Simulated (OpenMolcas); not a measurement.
# Worked example: vertical ionisation energy of BeH2 (SMILES [H][Be][H])

BeH2: 3 atoms, total charge 0, spin state singlet. SMILES: `[H][Be][H]`. The shape comes from GFN2-xTB, which is rough for such elements, and wasn't checked as a minimum.

```xyz
3

Be   -0.0008   -0.0005    0.0000
H    -0.0182   -0.0228    1.2791
H     0.0190    0.0232   -1.2791
```

Both states at this one shape; open shells run unrestricted unless said. 1 Eh = 27.2114 eV.

```tsv
level	program	singlet BeH2 (Eh)	doublet [BeH2]+ (Eh)	HOMO of the first (eV)
HF/pcseg-0, open shells restricted	OpenMolcas	-15.709184	-15.268383	-12.43
SVWN5/pcseg-0	OpenMolcas	-15.600172	-15.163174	-7.70
```

Problem. Work out the vertical ionisation energy at each level.

Solution. 
1. HF/pcseg-0, open shells restricted: -15.268383 − (-15.709184) = 0.440801 Eh = 11.99 eV; −ε(HOMO) = 12.43 eV.
2. SVWN5/pcseg-0: -15.163174 − (-15.600172) = 0.436998 Eh = 11.89 eV; −ε(HOMO) = 7.70 eV.

No measured value is set beside it here; the levels span 11.89 to 11.99 eV. In Hartree–Fock, −ε(HOMO) (Koopmans) exceeds the difference of totals by the orbital relaxation of the ion. In semi-local functionals −ε(HOMO) lies far under the ionisation energy, a result of self-interaction, while the difference of totals does much better.
